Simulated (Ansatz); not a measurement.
```yaml
atoms:
  - { symbol: Mg, position_ang: [-0.8620, -0.8620, -0.8620] }
  - { symbol: O, position_ang: [-0.9375, -0.9375, 0.9375] }
  - { symbol: O, position_ang: [-0.9375, 0.9375, -0.9375] }
  - { symbol: Mg, position_ang: [-0.8620, 0.8620, 0.8620] }
  - { symbol: O, position_ang: [0.9375, -0.9375, -0.9375] }
  - { symbol: Mg, position_ang: [0.8620, -0.8620, 0.8620] }
  - { symbol: Mg, position_ang: [0.8620, 0.8620, -0.8620] }
  - { symbol: O, position_ang: [0.9375, 0.9375, 0.9375] }
```

Basis set: 6-31G* (spherical functions). Frozen core: 8 orbitals. Charge 0, multiplicity 1.

Computed with Ansatz (development build ahead of 0.2.0); each method stands on the lowest determinant of its kind that the runs found. Restricted open shells among the atoms or ions are ROHF, correlated in semicanonical orbitals with singles.

Problem. Give the atomization energy at this shape (free ground-state atoms in the same class of orbitals less the molecule, no zero-point energy) of singlet Mg₄O₄ by RHF-MP2, RHF.

Solution.

```tsv
method	atomization energy
RHF-MP2	26.02 eV
RHF	15.70 eV
```

Caution: no unrestricted run beside it, a lower state can exist; the shape is not the minimum.
